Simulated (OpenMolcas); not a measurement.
Fe4+ with 6 ligands (fluoride) in octahedral coordination (Oh). A charge of +0.333 e stands 2.8 Å behind each ligand. Ligand basis ANO-RCC-VDZP.

| Property | Result |
| --- | --- |
| Program | OpenMolcas |
| Method | CASSCF |
| Basis | ANO-RCC-VTZP [6s5p3d2f1g] |
| Scalar Hamiltonian | DKH2, point nucleus |
| Active space | 4 electrons in 5 orbitals (3d) |
| State averaging | 2S+1 = 5 even, 5 roots; 2S+1 = 3 even, 45 roots; 2S+1 = 1 even, 50 roots |
| Spin-orbit coupling | RASSI with atomic mean-field integrals over the reference wave functions |

All ligands move together. At R = 1.77 Å the first state of the same spin is 23123 cm-1, and at R = 1.98 Å it is 17917 cm-1.

**Question.** A third run gives 19255 cm-1. What distance was it run at?

**Answer.** With a power law R^-n the two known points give n = -ln(17917 / 23123) / ln(1.98 / 1.77) = 2.28. Then R = 1.77 × (23123 / 19255)^(1/2.28) = 1.918 Å. The run was at 1.9 Å, so the estimate is off by +0.018 Å.

An orbital doublet at a regular site is open to a Jahn-Teller distortion, which this geometry leaves out. Without dynamic correlation the repulsion within the d shell is too large (B by tens of per cent), so at a given field states of lower spin stand too high. Ligand-to-metal charge-transfer states are missing. With no ligand orbital active B as a rule stays too high, so bands that hang on it stand too high and its fall with covalency is understated. With metal d orbitals alone and no dynamic correlation the field as a rule comes out too small, by tens of per cent, by up to half for chloride and softer ligands. This shell can be high or low spin here, a state of another spin lies low, and with metal d orbitals alone active their balance is uncertain, so the ground spin may be wrong (holds for R = 1.77; R = 1.9). The least metal-like active orbital is 79 % on the metal (Löwdin) and no ligand orbital is active, so the numbers are rough (holds for R = 1.77). The least metal-like active orbital is 78 % on the metal (Löwdin) and no ligand orbital is active, so the numbers are rough (holds for R = 1.9). CASSCF with metal d orbitals alone favours high spin, so a ground state of lower spin is not ruled out (holds for R = 1.98). The least metal-like active orbital is 77 % on the metal (Löwdin) and no ligand orbital is active, so the numbers are rough (holds for R = 1.98). A group larger than the point group allows holds several states that coincide in this model. No measured value stands beside these numbers; the geometry was imposed, not optimised, and the real ion may take another.
